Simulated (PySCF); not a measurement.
**How methods differ on the ionisation energy of Se²⁺**

Se²⁺ [Ar] 3d10 4s2 4p2 (3P) → Se³⁺ [Ar] 3d10 4s2 4p1 (2P), as a difference of total energies. Computed with PySCF 2.14 in x2c-TZVPall (6s5p4d1f, 48 functions), with the spin-free X2C one-electron Hamiltonian (Gaussian nucleus). Correlated levels: valence: [Ar] 3d10 frozen. The calculations carry no spin-orbit coupling.

```csv
method,ionisation energy (eV),difference from reference (eV)
UHF,30.992,-0.705
LDA,31.755,+0.058
M06-L,31.315,-0.382
MP2 (valence),31.384,-0.313
SCS-MP2 (valence),31.307,-0.390
CCSD (valence),31.417,-0.280
CCSD(T) (valence),31.439,-0.258
```

Reference: 31.697 ± 0.019 eV (measured; NIST Atomic Spectra Database, ionization energies).

The reference lies between the lowest fine-structure levels, while these numbers refer to the centres of the terms.

Errors of the correlated levels include the incompleteness of this basis and the frozen core.
